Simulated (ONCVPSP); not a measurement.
Fe: excitation energies, all-electron against ONCV

```json
{"Element": "Fe", "Generator": "ONCVPSP 4.0.1", "Type": "optimised norm-conserving Vanderbilt (ONCV)", "Functional": "LDA (Perdew-Zunger)", "Relativity": "scalar-relativistic", "Frozen core": "[Ne]", "Valence charge": "16", "Reference configuration": "3s2 3p6 3d5 (charge +3)", "Partial waves": "3s: rc 0.80 bohr, ncon 4, nbas 7, qcut 9.2 1/bohr, 1 projector; 3p: rc 1.20 bohr, ncon 4, nbas 8, qcut 9.2 1/bohr, 2 projectors, debl 2.6 Ha; 3d: rc 1.45 bohr, ncon 4, nbas 9, qcut 9.6 1/bohr, 2 projectors, debl 2 Ha", "Local potential": "polynomial inside 0.70 bohr (lpopt 5, dvloc0 -1 Ha)", "Core correction": "none"}
```

In the p channel the program set the typed energies aside and used -3.561, 0.250 Ha.

Energies are relative to the spin-unpolarised reference configuration 3s2 3p6 3d5; without spin polarisation the order of configurations can differ from experiment.

Q: Give the all-electron excitation energy and the error of the potential for: 3s2 3p6 3d6 4s2; 3s2 3p6 3d6 4s1; 3s2 3p6 3d6; 3s2 3p6 3d6 4p1.

A:

| valence configuration | charge | ΔE all-electron (eV) | error AE − PS (meV) |
| --- | --- | --- | --- |
| 3s2 3p6 3d6 4s2 | 0 | -60.002 | +329 |
| 3s2 3p6 3d6 4s1 | +1 | -51.021 | +239 |
| 3s2 3p6 3d6 | +2 | -34.529 | +64 |
| 3s2 3p6 3d6 4p1 | +1 | -45.887 | +50 |

Note: no bound ghost flagged; GHOST(+) flagged for s at 89.4 eV.
